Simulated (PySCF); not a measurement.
# Pm⁴⁴⁺: ionisation energy

Pm⁴⁴⁺ [Ne] 3s2 3p5 (2P) → Pm⁴⁵⁺ [Ne] 3s2 3p4 (3P), as a difference of total energies. Calculation: PySCF 2.14, in an uncontracted even-tempered set (18 s from 8.8 bohr⁻², ratio 2.5; 12 p from 11 bohr⁻², ratio 2.5; 4 d from 50 bohr⁻², ratio 2.7; 4 f from 74 bohr⁻², ratio 2.7); scalar relativity by spin-free X2C-1e. Correlated levels: outer shells: 1s2 frozen; virtual orbitals above 40 to 60 times the deepest correlated orbital energy dropped. The calculations carry no spin-orbit coupling.

```
                method  ionisation energy (eV)
                   UHF                  3657.1
    MP2 (outer shells)                  3658.2
SCS-MP2 (outer shells)                  3658.1
   CCSD (outer shells)                  3658.1
CCSD(T) (outer shells)                  3658.1
```

Spin-orbit coupling is strong in these open shells (close to jj coupling). The scalar numbers leave it out and a first-order estimate fails, so it can dominate the gap to the real levels.

Breit and QED terms and the two-electron picture change are absent.

For comparison: 3613 ± 4 eV (theoretical estimate listed by NIST; NIST Atomic Spectra Database, ionization energies).
